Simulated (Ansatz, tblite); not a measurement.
Cost and result up the ladder for Ag2Sn (3 atoms). The state is a singlet with charge 0. Geometry: B3LYP-D4/def2-TZVP.

```
atom   x (Å)   y (Å)   z (Å)
 Ag1   0.533   1.033  -1.299
 Ag2  -1.479  -0.035   0.921
 Sn3   0.946  -0.998   0.378
```

Ansatz on 4 threads of Arm Neoverse V2 on a shared host; xTB runs through tblite on one thread. Times are rough, summed over both states, and most runs start from the orbitals of an earlier one. PBE0-D4/def2-TZVP serves as the yardstick here, not as an exact answer. The other state is a doublet.

In the def2 sets Ag, Sn take a core potential; there is no spin–orbit coupling. The xTB rows come from tblite. The structure comes from a short search, and lower isomers may exist.

Raw xTB energies of ions are shifted by several eV.

```json
{"level": "GFN1-xTB", "functions": "27", "wall time": "0.004 s", "vertical IE (eV)": "11.71", "difference from PBE0-D4/def2-TZVP (eV)": "4.88"}
{"level": "GFN2-xTB", "functions": "27", "wall time": "0.005 s", "vertical IE (eV)": "12.17", "difference from PBE0-D4/def2-TZVP (eV)": "5.34"}
{"level": "PBE-D4/def2-TZVP (with forces)", "functions": "130", "wall time": "3.5 s", "vertical IE (eV)": "7.03", "difference from PBE0-D4/def2-TZVP (eV)": "0.21"}
{"level": "PBE0-D4/def2-TZVP", "functions": "130", "wall time": "4.8 s", "vertical IE (eV)": "6.82", "difference from PBE0-D4/def2-TZVP (eV)": "0.00"}
{"level": "r2SCAN-D4/def2-TZVP", "functions": "130", "wall time": "8.8 s", "vertical IE (eV)": "6.92", "difference from PBE0-D4/def2-TZVP (eV)": "0.10"}
```
